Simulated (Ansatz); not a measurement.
Si4Ge⁻ was relaxed with B3LYP-D4 (def2-SVPD) in Ansatz in these states: charge -1 doublet, charge -1 quartet. The geometries follow in no particular order.

A:

```xyz
5

Si   -1.554    0.445    0.691
Si    1.398   -0.950   -0.484
Si    0.265    1.149   -0.699
Si   -0.923   -0.977   -1.158
Ge    0.814    0.333    1.651
```

B:

Cartesian coordinates in Å:
```
Si -0.743 0.731 -1.242
Si -0.493 0.282 1.518
Si 1.189 -1.066 -0.281
Si -1.145 -1.287 -0.106
Ge 1.192 1.340 0.110
```

Question: Judge from the bond lengths which geometry belongs to which state (an estimate).

Answer: A is the charge -1 quartet (Si3–Si4 2.478 Å, Si1–Ge5 2.558 Å, Si2–Ge5 2.558 Å); B is the charge -1 doublet (Si3–Si4 2.350 Å, Si1–Ge5 2.437 Å, Si2–Ge5 2.437 Å).

At PBE0-D4/def2-TZVPD a doublet lies 1.07 eV below the charge -1 quartet. These are the stationary points nearest to one start from a short search; other shapes may lie lower in each state.
